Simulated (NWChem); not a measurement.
Molecule: C₂H₈O₂Si; SMILES [SiH3][C@@H](CO)O

```xyz
13

O     -0.9752     1.5705     0.5403
C     -0.2877     1.2669    -0.6633
C      0.5486    -0.0020    -0.5390
O      1.5905     0.3229     0.4080
Si    -0.4688    -1.5083     0.0796
H     -0.2959     1.6086     1.2345
H     -1.0510     1.1404    -1.4375
H      0.3729     2.0973    -0.9618
H      0.9868    -0.2207    -1.5280
H      2.1811    -0.4403     0.4993
H     -1.6570    -1.7446    -0.7858
H     -0.8847    -1.3574     1.4943
H      0.4222    -2.7040    -0.0020
```
Atoms are numbered in this order, from 1.

Computed with NWChem. Coordinates come from a B3LYP/6-31G* (spherical d) optimisation. Hybrids' shares of exact exchange are those that their runs print; pure functionals count as 0. The functionals differ in more than this share.

| row | share of exact exchange | highest occupied level (eV) |
|---|---|---|
| PBE/def2-SVP | 0.00 | -5.95 |
| BLYP/def2-SVP | 0.00 | -5.82 |
| B3LYP/def2-SVP | 0.20 | -7.27 |
| PBE0/def2-SVP | 0.25 | -7.54 |
| PW6B95/def2-SVP | 0.28 | -7.66 |
| Hartree-Fock/def2-SVP | 1.00 | withheld |

Task: Fit a straight line of the last column on the one before it, predict the withheld value, and compare with the run.

Result: 
1. Means of the 5 shown rows: x = 0.146, y = -6.848. Slope Σ(x − x̄)(y − ȳ)/Σ(x − x̄)² = -0.4848/0.07432 = -6.523; intercept -5.896.
2. The shown rows scatter about the line by 0.059 (root mean square); the largest residual is +0.08, at BLYP/def2-SVP.
3. At x = 1.00 (Hartree-Fock/def2-SVP; beyond the shown range) the line gives -12.42.
4. The run gives -11.23, +1.19 from the line, 20.1 times the scatter.
